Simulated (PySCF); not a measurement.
SMILES [Cl][Ga]([Cl])[Br] (B3LYP/def2-SVP optimised geometry):

```
4

Ga    -0.491    -0.044     0.000
Cl     1.650    -0.044     0.000
Cl    -1.528    -1.918     0.001
Br    -1.650     1.918     0.000
```

Method: PySCF with B3LYP/def2-TZVP.

Problem. What are the frontier orbital energies and the dipole moment?

Solution. HOMO-2 -9.26 eV, HOMO-1 -8.94 eV, HOMO -8.73 eV, LUMO -2.61 eV, LUMO+1 -1.92 eV; dipole moment 0.37 D.

On the same geometry PBE/def2-TZVP (PySCF 2.14.0) gives HOMO-2 -8.14 eV, HOMO-1 -7.92 eV, HOMO -7.69 eV, LUMO -3.20 eV, LUMO+1 -2.44 eV; dipole moment 0.37 D.

Meta-Löwdin charges at B3LYP/def2-TZVP: Ga1 0.68, Cl2 -0.24, Cl3 -0.24, Br4 -0.19.
